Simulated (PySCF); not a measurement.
Coordinates in bohr (charge 0 multiplicity 4):
```
Mn    0.0000    0.0000   -0.0158
S     0.0000    0.0000    3.7793
Cl   -3.6452    0.0000   -1.7159
Cl    3.6452    0.0000   -1.7159
```

Computed with UPBE/[Mn def2-SVP, S def2-SVP, Cl def2-SVP], no relativity, density fitting, PySCF.

This geometry of MnSCl2 is a stationary point at this level.

Problem. What is the point group?

Solution. C2v.

Problem. Is it a minimum?

Solution. Yes: all harmonic wavenumbers are real.

Problem. List the harmonic modes with their infrared intensities.

Solution. 
```
symmetry  ω (cm⁻¹)  IR (km/mol)     type
      b1        81         11.0     bend
      a1       114          0.1     bend
      b2       139          0.1     bend
      a1       353          6.6  stretch
      b2       485         73.7  stretch
      a1       536         31.1  stretch
```

Problem. Give the atomic charges and bond orders.

Solution. 
| atom | Mulliken | Löwdin | polar tensor | spin (Mulliken) | Mayer order to Mn1 |
| --- | --- | --- | --- | --- | --- |
| Mn1 | 0.44 | -0.05 | 1.03 | 3.29 | – |
| S2 | -0.09 | 0.09 | -0.23 | -0.30 | 2.07 |
| Cl3,4 | -0.18 | -0.02 | -0.40 | 0.01 | 1.18 |

In C2v the vibrations span b1 + 3a1 + 2b2. Here b1 is antisymmetric to the molecular plane and b2 lies in it.

The determinant is spin-contaminated (⟨S²⟩ = 3.96, pure value 3.75). Only a few start shapes were tried, so a lower isomer may exist. Open d and f shells are described by one determinant, and the ground state may have another occupation or spin.
